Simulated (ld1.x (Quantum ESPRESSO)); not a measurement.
## Varying the ultrasoft potential for antimony

Base potential:

* Element: antimony
* Generator: ld1.x (Quantum ESPRESSO) 7.5
* Type: ultrasoft
* Functional: PBEsol
* Relativity: non-relativistic
* Frozen core: [Kr]
* Valence charge: 15
* Reference configuration: 4d10 5s1.75 5p3.25
* Partial waves: 5s (bound): rcut 1.75, rcutus 2.15 bohr; 5s channel at -0.3 Ry: rcut 1.75, rcutus 2.15 bohr; 5p (bound): rcut 1.95, rcutus 2.05 bohr; 5p channel at 0.05 Ry: rcut 1.95, rcutus 2.05 bohr; 4d (bound): rcut 0.95, rcutus 1.00 bohr; 4d channel at -2 Ry: rcut 0.95, rcutus 1.00 bohr
* Local potential: all-electron potential smoothed inside 0.75 bohr (lloc = -1)
* Core correction: a·sin(br)/r model core, default radius (core density twice the valence density)
* Augmentation charge: built from norm-conserving waves at rcut, not smoothed further

All-electron outer shells of the reference configuration (PBEsol, non-relativistic, ld1.x):

```csv
shell,level (eV),outermost node (bohr),outermost maximum (bohr)
4s,-137.90,0.41,0.74
4p,-99.58,0.40,0.77
4d,-35.50,0.38,0.84
5s,-12.11,0.98,1.98
5p,-5.04,1.06,2.35
```

Cutoffs, loose and tight: the cutoffs (Ry, on a coarse ladder) from which the occupation-weighted sum of valence levels, in a spherical-Bessel basis at the reference potential, stays within 10 and 1 mRy of its value at 400 Ry. They do not see the model core or the augmentation charge, which bear on the density cutoff. Test errors are all-electron minus pseudo excitation energies from the reference, over the configurations 4d10 5s2 5p3; 4d10 5s2 5p2; 4d10 5s2 5p1; 4d9 5s2 5p4; 4d10 5s1 5p4; 4d10 5s2 5p3.3; 4d10 5s1 5p3. A dash means not determined; rows that change the core or the reference have their own tests. The largest error is taken over the tests solved by every variant that gives reliable tests at all: 4d10 5s1 5p3; 4d10 5s1 5p4; 4d10 5s2 5p1; 4d10 5s2 5p3; 4d10 5s2 5p3.3; 4d9 5s2 5p4.

Cutoffs are not given where the Bessel-basis levels miss the radial ones by over 6 mRy, ghosts where they miss by over 20 mRy; a channel whose overlap is not positive is not tested.

The default core radius of the base comes out at 0.60 bohr.

A file whose overlap is not positive is unfit for use, and its test errors describe a broken file.

```tsv
change	outcome	bound ghosts	largest test error (meV)
base	generated, overlap not positive	not determined (overlap not positive)	-357
core correction a·sin(br)/r model core inside 0.42 bohr	generated, overlap not positive	not determined (overlap not positive)	-357
core correction a·sin(br)/r model core inside 0.64 bohr	generated, overlap not positive	not determined (overlap not positive)	-357
core correction a·sin(br)/r model core inside 0.76 bohr	generated, overlap not positive	not determined (overlap not positive)	-357
core correction a·sin(br)/r model core inside 0.90 bohr	generated, overlap not positive	not determined (overlap not positive)	-356
core correction a·sin(br)/r model core inside 1.02 bohr	generated, overlap not positive	not determined (overlap not positive)	-353
core correction a·sin(br)/r model core inside 1.18 bohr	generated, overlap not positive	not determined (overlap not positive)	-346
```

Problem. What comes out with this change to the base: core correction none?

Solution. outcome: generated, overlap not positive; bound ghosts: not determined (overlap not positive); largest test error (meV): -302. A file whose overlap is not positive is unfit for use, and its test errors describe a broken file.
